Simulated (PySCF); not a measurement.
Si(F)3(Et) (C₂H₅F₃Si), SMILES CC[Si](F)(F)F. Coordinates come from a PBE-D3(BJ)/def2-SVP optimisation. Other conformers were not sampled.

Task: Give the equilibrium geometry at PBE-D3(BJ)/def2-SVP (PySCF confirms it by a frequency run) as a Z-matrix, and its point group. (Estimate from the structure and the level; the computed values follow.)

Result: One answer among several that fit: point group Cs.
```
C
H 1 1.1116
H 1 1.1116 2 105.83
C 1 1.5375 2 111.23 3 -120.93
H 4 1.1081 1 111.31 2 58.85
H 4 1.1086 5 107.67 1 122.22
H 4 1.1086 5 107.67 6 115.55
Si 1 1.8516 2 107.51 3 114.67
F 8 1.6210 1 112.32 2 -56.77
F 8 1.6226 9 107.17 1 122.92
F 8 1.6226 9 107.17 10 114.17
```
